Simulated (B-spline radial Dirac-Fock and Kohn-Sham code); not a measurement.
Ti: eigenvalues, ΔSCF and the reference

System: atomic titanium in the configuration 1s2 2s2 2p6 3s2 3p6 3d4 (not the ground configuration).

The density-functional columns are spherical, spin-unpolarised Dirac-Kohn-Sham results without Breit or QED terms: −ε is minus the orbital energy of the initial state and ΔSCF the difference of two total energies. The reference in the last column comes from multi-electron Dirac-Fock with separately optimised hole states, Breit and Lamb-shift corrections added in first order. All numbers are from a radial atomic solver, in eV; a selection of levels is shown.

| level | LDA −ε | LDA ΔSCF | Dirac-Fock |
| --- | --- | --- | --- |
| K (1s) | 4850.6 | 4975.4 | 4967.4 |
| L1 (2s) | 529.8 | 546.7 | 563.5 |
| L2 (2p1/2) | 442.2 | 462.9 | 462.0 |
| L3 (2p3/2) | 436.5 | 456.9 | 456.4 |
| M1 (3s) | 57.36 | 61.59 | 66.21 |
| M2 (3p1/2) | 34.54 | 38.63 | 37.90 |
| M3 (3p3/2) | 33.90 | 37.97 | 37.31 |
| M4,5 (3d) | 1.15 | 4.29 | 1.48 |

Values without a named source are computed, but for edge energies of neutral atoms, which are taken from tables.
